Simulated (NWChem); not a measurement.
System: C$_{2}$H$_{3}$BFNO; SMILES N#CCB(O)F

NWChem input:

```
start job
memory heap 200 mb stack 900 mb global 1100 mb
geometry units angstroms noautosym nocenter noautoz
  N      0.408128     2.545863     0.000000
  C     -0.269405     1.588552     0.000000
  C     -0.979432     0.320702     0.000000
  B      0.044655    -0.913192     0.000000
  O      1.387862    -0.784098     0.000000
  F     -0.471109    -2.146455     0.000000
  H     -1.643601     0.243858     0.888021
  H     -1.643601     0.243858    -0.888021
  H      1.675241     0.150616     0.000000
end
basis spherical
  N library 6-31g*
  C library 6-31g*
  B library 6-31g*
  O library 6-31g*
  F library 6-31g*
  H library 6-31g*
end
dft
  xc hfexch
  iterations 150
  mulliken
end
task dft energy
esp
  recalculate
  probe 0.07
  range 0.3
  factor 1.0
  spacing 0.02
end
task esp
```

NWChem printed, in part:

```
             Northwest Computational Chemistry Package (NWChem) 7.3.0
             --------------------------------------------------------

                             Geometry "geometry" -> ""
                             -------------------------

 Output coordinates in angstroms (scale by  1.889725989 to convert to a.u.)

  No.       Tag          Charge          X              Y              Z
 ---- ---------------- ---------- -------------- -------------- --------------
    1 N                    7.0000     0.40812800     2.54586300     0.00000000
    2 C                    6.0000    -0.26940500     1.58855200     0.00000000
    3 C                    6.0000    -0.97943200     0.32070200     0.00000000
    4 B                    5.0000     0.04465500    -0.91319200     0.00000000
    5 O                    8.0000     1.38786200    -0.78409800     0.00000000
    6 F                    9.0000    -0.47110900    -2.14645500     0.00000000
    7 H                    1.0000    -1.64360100     0.24385800     0.88802100
    8 H                    1.0000    -1.64360100     0.24385800    -0.88802100
    9 H                    1.0000     1.67524100     0.15061600     0.00000000

 Effective nuclear repulsion energy (a.u.)     196.1099205039

  xc_inp: hfexch multiplicative factor not found.

                                 NWChem DFT Module
                                 -----------------

 Summary of "ao basis" -> "ao basis" (spherical)
 ------------------------------------------------------------------------------
       Tag                 Description            Shells   Functions and Types
 ---------------- ------------------------------  ------  ---------------------
 N                           6-31g*                  6       14   3s2p1d
 C                           6-31g*                  6       14   3s2p1d
 B                           6-31g*                  6       14   3s2p1d
 O                           6-31g*                  6       14   3s2p1d
 F                           6-31g*                  6       14   3s2p1d
 H                           6-31g*                  2        2   2s

            General Information
            -------------------
          SCF calculation type: DFT
          Wavefunction type:  closed shell.
          No. of atoms     :     9
          No. of electrons :    44
           Alpha electrons :    22
            Beta electrons :    22
          Charge           :     0
          Spin multiplicity:     1
          Use of symmetry is: off; symmetry adaption is: off
          Maximum number of iterations: 150
          AO basis - number of functions:    90
                     number of shells:    42
          Convergence on energy requested:  1.00D-06
          Convergence on density requested:  1.00D-05
          Convergence on gradient requested:  5.00D-04

              XC Information
              --------------
                     Hartree-Fock (Exact) Exchange  1.000

      Superposition of Atomic Density Guess
      -------------------------------------

 Sum of atomic energies:        -329.76171691

      Non-variational initial energy
      ------------------------------

 Total energy =    -332.219151
 1-e energy   =    -840.346013
 2-e energy   =     312.016942
 HOMO         =      -0.373784
 LUMO         =       0.062014

     ---------------------------------------------
      Total Density - Mulliken Population Analysis
     ---------------------------------------------

    Atom       Charge   Shell Charges
 -----------   ------   -------------------------------------------------------
    1 N    7     7.90   2.00  0.89  2.44  0.99  1.55  0.03
    2 C    6     5.29   2.00  0.73  1.56  0.43  0.51  0.05
    3 C    6     6.63   2.00  0.70  1.98  0.65  1.28  0.02
    4 B    5     3.93   2.00  0.51  0.93  0.26  0.11  0.12
    5 O    8     8.88   2.00  0.93  3.13  0.89  1.93  0.01
    6 F    9     9.49   2.00  0.95  3.45  0.98  2.10  0.01
    7 H    1     0.72   0.43  0.29
    8 H    1     0.72   0.43  0.29
    9 H    1     0.45   0.34  0.11

[...]

                     NWChem Electrostatic Potential Fit Module
                     -----------------------------------------

 Atom parameters

 Number of atoms is                                    9
 Number of basis functions is                         90

 Grid parameters

 Maximum number of grid points is                  36780
 Number of grid points is                          36779
 Grid range                                     0.300000 nm
 Grid spacing                                   0.020000 nm
 Probe radius                                   0.070000 nm
 Atom radius factor                             1.000000

 Atomic radii

    1    0.100000
    5    0.158000
    6    0.147000
    7    0.140000
    8    0.136000
    9    0.128000
 FASTESP  F
  using M.O. file = ./job.movecs

    Atom              Coordinates                           Charge

                                                  ESP

    1 N     0.040813    0.254586    0.000000   -0.490391
    2 C    -0.026941    0.158855    0.000000    0.390335
    3 C    -0.097943    0.032070    0.000000   -0.438516
    4 B     0.004466   -0.091319    0.000000    0.869166
    5 O     0.138786   -0.078410    0.000000   -0.705658
    6 F    -0.047111   -0.214646    0.000000   -0.351843
    7 H    -0.164360    0.024386    0.088802    0.149966
    8 H    -0.164360    0.024386   -0.088802    0.150273
    9 H     0.167524    0.015062    0.000000    0.426668
                                            ------------
                                               -0.000000

 Dipole moment                                  0.840708

 Quadrupole moment Qxx                         13.637868
                   Qyy                        -27.041194
                   Qzz                         13.403326

 RMS deviation kJ/mol                           0.048932

 RRMS %                                        14.143478
```

Level: Hartree-Fock/6-31G* (spherical d). Structure relaxed at the PBE-D3(BJ)/def2-SVP level.
